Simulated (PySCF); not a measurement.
**Correlation energy of Pd⁺ (palladium, charge +1)**

[Kr] 4d9, 2D determinant. Calculation: PySCF 2.14, in x2c-TZVPPall with one added diffuse shell each of s, p, d, f type (9s7p7d3f1g, 95 functions); the spin-free X2C one-electron Hamiltonian (Gaussian nucleus). Frozen: [Ar] 3d10; 17 electrons correlated.

MP2 pair energies summed by pair of shells (mhartree):

```json
{"pair": "4d-4d", "energy": "-284.58", "share (%)": "49.5"}
{"pair": "4p-4d", "energy": "-177.04", "share (%)": "30.8"}
{"pair": "4p-4p", "energy": "-50.77", "share (%)": "8.8"}
{"pair": "4s-4d", "energy": "-33.12", "share (%)": "5.8"}
{"pair": "4s-4p", "energy": "-25.13", "share (%)": "4.4"}
{"pair": "4s-4s", "energy": "-4.31", "share (%)": "0.7"}
```

Total MP2 correlation energy: -574.96 mhartree.

Same-spin part -186.00 and opposite-spin part -388.96 mhartree; SCS-MP2 scales them by 1/3 and 6/5 to -528.75 mhartree.

This basis was not built for core-valence correlation, so the inner-shell part is incomplete.
